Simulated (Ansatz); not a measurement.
Relaxation of Cl$_{2}$FH$_{3}$OSi (8 atoms, charge 0, multiplicity 1), to a largest force component of 0.03 eV/Å in at most 50 steps.

Computed with RKS PBE0/def2-SVP (Ansatz 0.2.0).

```xyz
8
Properties=species:S:1:pos:R:3:forces:R:3
Si 0.390 -0.355 -0.422 0.48 -0.47 0.41
O -0.517 -0.204 2.309 0.61 -0.55 0.27
H -1.396 -0.594 2.335 -0.08 -0.08 0.00
H 0.923 -0.380 -1.796 0.01 0.00 -0.01
F 0.328 1.180 0.028 0.01 0.05 0.01
Cl -1.464 -1.225 -0.481 0.05 0.01 0.01
Cl 1.755 -1.466 0.731 -0.51 0.40 -0.47
H 0.079 -0.926 2.605 -0.57 0.64 -0.23
```

Q: Where does it end, and by what steps?

A: The forces met the threshold. After 6 steps the energy has fallen by 0.042 eV; H8 moved furthest, 0.18 Å.

| step | energy less start (eV) | largest force component (eV/Å) | accepted |
| --- | --- | --- | --- |
| 0 | 0.0000 | 0.638 | yes |
| 1 | -0.0278 | 0.515 | yes |
| 2 | -0.0346 | 0.484 | yes |
| 3 | -0.0401 | 0.131 | yes |
| 4 | -0.0404 | 0.092 | yes |
| 5 | -0.0406 | 0.097 | yes |
| 6 | -0.0419 | 0.006 | yes |

```xyz
8
Properties=species:S:1:pos:R:3
Si 0.428 -0.362 -0.484
O -0.591 -0.185 2.457
H -1.376 -0.710 2.264
H 0.917 -0.379 -1.875
F 0.388 1.163 0.002
Cl -1.444 -1.193 -0.467
Cl 1.729 -1.465 0.650
H 0.049 -0.838 2.761
```

Whether the end is a true minimum wasn't checked by a vibrational analysis.

Run time: 18 s on 2 threads of Intel(R) Xeon(R) Platinum 8488C (Sapphire Rapids) (shared host), peak memory 0.23 GiB.
